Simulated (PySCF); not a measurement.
C5H9F3O2Si.
Numbering: `[F:1][C:2]([F:3])([F:4])[O:5][C@H:6]1[CH2:7][SiH2:8][CH2:9][CH2:10][O:11]1`

Cartesian coordinates in Å at the GFN2-xTB level; atoms count from 1:
```
atom  x, y, z in Å
F1     2.2393    0.4764   -2.3574
C2     2.7076    0.3972   -1.1011
F3     3.6741    1.3125   -1.0091
F4     3.3072   -0.8034   -1.0166
O5     1.8101    0.6185   -0.1663
C6     0.8015   -0.4243    0.0530
C7     0.0002    0.0220    1.2609
Si8   -1.7875   -0.6000    1.0380
C9    -2.2160    0.0579   -0.7004
C10   -0.8963    0.3432   -1.4162
O11    0.0813   -0.6480   -1.0953
H12    1.3340   -1.3641    0.2439
H13    0.4820   -0.3301    2.1681
H14    0.0142    1.1107    1.2963
H15   -2.6261   -0.0005    2.0777
H16   -1.8174   -2.0636    1.0837
H17   -2.7803   -0.6837   -1.2635
H18   -2.8185    0.9642   -0.6742
H19   -0.5113    1.3328   -1.1515
H20   -1.0029    0.2930   -2.5020
```

Definitions: NICS(0) = −σiso at the ring centroid; NICS(1) = −σiso and NICS(1)zz = −σzz at ±1 Å along the ring normal z. Level: GIAO PBE0/pcSseg-1 (PySCF, non-relativistic, gas phase) on the GFN2-xTB geometry, one conformer.

Ring bond lengths (Å), with Mayer bond orders in brackets: C6–C7 1.517 (1.02), C7–Si8 1.906 (0.89), Si8–C9 1.907 (0.90), C9–C10 1.528 (1.04), C10–O11 1.429 (0.87), O11–C6 1.374 (1.03).

Q: What do the NICS probes read (ppm)?

A: 
```csv
ring,type,NICS(0),"NICS(1), two faces","NICS(1)zz, two faces",rms pucker (Å),"centre to ring atoms, mean (Å)"
C6–C7–Si8–C9–C10–O11,6-membered ring with O and Si; formal bonds all single,-2.7,-4.0 / -2.3,0.3 / 3.9,0.34,1.52
```

Q: What do they say, and how far can they be read as aromaticity?

A: 
- C6–C7–Si8–C9–C10–O11: mean NICS(1)zz 2.1 ppm, near zero. C6, C7, Si8, C9, C10 have four or more neighbours, and the NICS criterion for π rings isn't applied. The two faces differ by 3.6 ppm, so no symmetry operation interchanges them.

Q: What field does 1 T along the ring normal induce along that normal at the first NICS(1) probe listed for ring C6–C7–Si8–C9–C10–O11, 1 Å off the ring?

A: NICSzz × B0 = 0.3 ppm × 1 T = 0 μT.

Time: 63 s; peak memory 1.1 GiB. Hardware: one thread of an Arm Neoverse V1 (shared host). This is the whole shielding run at PBE0/pcSseg-1, SCF included.
